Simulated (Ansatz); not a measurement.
A nudged elastic band was laid between two geometries of CH₅ClGe (8 atoms, charge 0, multiplicity 1).

Level of theory: RHF/def2-SVP (Ansatz).

- movable images: 7
- climbing image: yes
- spring: 5.0 eV/Å²
- optimiser: quadratic models (default)
- start path: through a guess of the saddle point
- force threshold: 0.05 eV/Å
- iteration limit: 60
- end points: relaxed

First end point:

```xyz
8
Properties=species:S:1:pos:R:3
Ge 0.214 -0.003 0.007
Cl 0.903 -0.357 2.047
H 1.468 0.218 -0.841
H -0.638 1.265 0.051
C -0.803 -1.564 -0.561
H -1.654 -1.721 0.101
H -1.171 -1.423 -1.578
H -0.174 -2.454 -0.537
```

Last end point:

```xyz
8
Properties=species:S:1:pos:R:3
Ge -0.139 0.140 -1.086
Cl 1.548 -0.031 1.676
H 2.634 0.270 1.084
H -1.166 1.011 -0.249
C -1.035 -1.611 -0.724
H -1.262 -1.756 0.334
H -1.991 -1.608 -1.261
H -0.445 -2.454 -1.085
```

Problem. Which bonds break or form, and what moves?

Solution. Bonds broken: Ge1–Cl2, Ge1–H3. Bonds formed: Cl2–H3. CH5ClGe becomes CH4Ge + ClH.

Problem. Give the energies along the band, and the barrier.

Solution. The forces met the threshold. The highest image is number 5 of 0 to 8, 3.26 eV above the first end and 0.90 eV above the last; the last end lies 2.36 eV above the first. Neighbouring images differ by up to 1.3 eV, so the band resolves the path poorly. A vibrational analysis at the climbing image gives one clearly imaginary mode, 1420i cm⁻¹: a first-order saddle point. The orbitals stay closed-shell, which can raise the energy where a bond breaks towards radicals; this wasn't checked here.

| image | path coordinate (Å) | energy (eV) | Ge1–Cl2 (Å) | Ge1–H3 (Å) | Cl2–H3 (Å) |
| --- | --- | --- | --- | --- | --- |
| 0 | 0.00 | 0.00 | 2.18 | 1.53 | 3.00 |
| 1 | 0.35 | 0.02 | 2.18 | 1.53 | 2.94 |
| 2 | 0.71 | 0.31 | 2.21 | 1.51 | 2.63 |
| 3 | 1.06 | 1.15 | 2.31 | 1.50 | 2.28 |
| 4 | 1.42 | 2.47 | 2.49 | 1.53 | 1.95 |
| 5 | 1.77 | 3.26 | 2.65 | 1.69 | 1.59 |
| 6 | 2.40 | 2.55 | 3.04 | 2.41 | 1.29 |
| 7 | 3.04 | 2.38 | 3.13 | 3.13 | 1.27 |
| 8 | 3.67 | 2.36 | 3.24 | 3.52 | 1.27 |

Problem. What is the geometry of the highest image?

Solution. 
```xyz
8
Properties=species:S:1:pos:R:3
Ge 0.142 0.094 -0.505
Cl 1.433 -0.241 1.788
H 1.652 0.110 0.251
H -0.872 1.188 -0.096
C -0.897 -1.566 -0.658
H -1.525 -1.707 0.222
H -1.547 -1.491 -1.534
H -0.242 -2.427 -0.779
```

The run took 91 s on 1 thread of AMD EPYC 9R45 96-Core Processor (Zen 5) (shared host), peak memory 0.2 GiB.
